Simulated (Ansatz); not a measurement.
Basis-set series for `C[N](C)[Y]([NH2])[NH2]`. The species carries charge 0 and has multiplicity 1. Y takes the def2 core potential. The structure was optimised at the PBE0-D4/def2-TZVP level. It is one conformer, not always the lowest.

| functional | basis | functions | energy (Eh) | HOMO (eV) | LUMO (eV) |
| --- | --- | --- | --- | --- | --- |
| PBE0-D4 | def2-SVP | 151 | -284.41437 | -5.48 | -1.05 |
| PBE0-D4 | def2-QZVPP | 666 | -284.72761 | -5.68 | -1.18 |
| ωB97M-V | def2-SVP | 151 | -284.50270 | -7.75 | 0.24 |
| ωB97M-V | def2-QZVPP | 666 | -284.82934 | -7.95 | -0.10 |

**Question.** Give the rows for def2-TZVPP. (An estimate is asked.)

**Answer.** The calculation gave: 
| functional | basis | functions | energy (Eh) | HOMO (eV) | LUMO (eV) |
| --- | --- | --- | --- | --- | --- |
| PBE0-D4 | def2-TZVPP | 351 | -284.70969 | -5.64 | -1.14 |
| ωB97M-V | def2-TZVPP | 351 | -284.81211 | -7.91 | 0.07 |

Positive LUMOs are unbound and depend on the basis.

Results of the Gaussian-basis code of Ansatz.
